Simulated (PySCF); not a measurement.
An unknown shows these calculated signals:

1H NMR (600 MHz, computed): δ 7.37 (m, 1H), 6.52 (m, 1H), 6.23 (m, 1H), 4.61 (m, 2H), 2.32 (m, 2H), 0.95 (m, 2H).

13C{1H} NMR (computed): δ 158.8 (C), 144.9 (CH), 118.3 (CH), 112.5 (CH), 14.6 (CH2).

Theoretical values (PySCF 2.14.0 with density-fitted response routines): GFN2-xTB structure, shielding tensors at PBE0/pcSseg-1 (GIAO). One conformer, relativity neglected, gas phase, fast rotation and ring inversion assumed for equivalent nuclei.

Chemical shifts δ = σref − σ; 1H (σref 31.72) and 13C (σref 186.93) vs TMS, all at this level.

Which of these does the molecule contain: a Si–H bond, a heteroaromatic ring, a CH3CH2 unit, a benzene ring, a three-membered ring?

## Answers


- A Si–H bond: yes (δH 4.61 (m)).
- A heteroaromatic ring: yes.
- A CH3CH2 unit: no.
- A benzene ring: no.
- A three-membered ring: no.

The data belong to SMILES P[SiH2]Cc1ccco1, C5H9OPSi; they needn't prove each group on their own.

Carbon signals by region: 4 in the sp2 and nitrile region (100–160 ppm), 1 below 50 ppm.

Splittings by 31P in the carbon and heteronuclear signals aren't shown, as no couplings were computed. Shifts are as computed. Against solution values, carbons near 30 ppm lie about +3 ppm off and those near 130 ppm about +5 ppm. Of 1309 compounds with measured shifts, 239 miss one by over three times the rms of a fit or turn the order of signals round; such compounds aren't used in these exercises. No couplings were computed; multiplicities are counted from neighbouring protons, with m where these are inequivalent, close in shift, in a saturated or five-membered ring or joined by F or P, and br s for small geminal =CH2 splittings.
